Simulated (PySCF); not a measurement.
Ionisation energy of Be⁺ by level of theory

Be⁺ [He] 2s1 (2S) → Be²⁺ 1s2 (1S), as a difference of total energies. Calculation: PySCF 2.14, in dyall-acv3z (15s9p4d2f, 76 functions); the non-relativistic Hamiltonian (point nucleus). Correlated levels: valence and next inner shell: nothing frozen; virtual orbitals above 40 to 60 times the deepest correlated orbital energy dropped. The calculations carry no spin-orbit coupling.

```json
{"method": "UHF", "ionisation energy (eV)": "18.127"}
{"method": "LDA", "ionisation energy (eV)": "18.253"}
{"method": "PBE", "ionisation energy (eV)": "18.496"}
{"method": "PBE0", "ionisation energy (eV)": "18.457"}
{"method": "r2SCAN", "ionisation energy (eV)": "18.188"}
{"method": "B3LYP", "ionisation energy (eV)": "18.620"}
{"method": "CAM-B3LYP", "ionisation energy (eV)": "18.611"}
{"method": "wB97M-V", "ionisation energy (eV)": "18.316"}
{"method": "PW91", "ionisation energy (eV)": "18.543"}
{"method": "MP2 (valence and next inner shell)", "ionisation energy (eV)": "18.192"}
{"method": "SCS-MP2 (valence and next inner shell)", "ionisation energy (eV)": "18.184"}
```

Q: How much does correlation contribute at MP2 (valence and next inner shell)?

A: 18.192 − (18.127) = 0.065 eV, measured against UHF.

Errors of the correlated levels include the incompleteness of this basis.

For comparison: 18.211 eV (measured; NIST Atomic Spectra Database, ionization energies).
